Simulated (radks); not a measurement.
The numbers below are computed, except where a source is named.
Initial-state core-level shifts of neutral lead when its valence configuration changes from [Hg] 6p2. Level of theory: scalar-relativistic Kohn-Sham, LDA (Slater exchange, Perdew-Wang correlation), spin-polarised, spherical densities, point nucleus; open shells are filled with parallel spins first (spin-orbit coupling, left out, can overturn this in heavy ions) (a radial shooting solver on a logarithmic mesh with Libxc functionals). Shifts are changes of the shell-averaged eigenvalues in eV (positive: less bound).

| valence | 2p | 3s | 3p | 3d |
|---|---|---|---|---|
| [Xe] 4f14 5d10 6p4 | -3.526 | -3.560 | -3.559 | -3.553 |
| [Xe] 4f14 5d9 6s2 6p3 | -5.951 | -5.865 | -5.863 | -5.890 |
| [Xe] 4f14 5d8 6s2 6p4 | -12.277 | -12.078 | -12.074 | -12.133 |
| [Xe] 4f13 5d9 6s2 6p4 | -27.956 | -30.193 | -30.142 | -30.029 |
| [Xe] 4f13 5d10 6s2 6p3 | -21.478 | -23.831 | -23.783 | -23.636 |
| [Xe] 4f13.5 5d10 6s2 6p2.5 | -10.630 | -11.797 | -11.774 | -11.699 |
| [Xe] 4f14 5d10 6s1 6p3 | -1.514 | -1.535 | -1.535 | -1.531 |
| [Xe] 4f14 5d10 6s1.5 6p2.5 | -0.790 | -0.799 | -0.799 | -0.797 |
| [Xe] 4f14 5d6 6s2 6p6 | -25.115 | -24.620 | -24.611 | -24.751 |
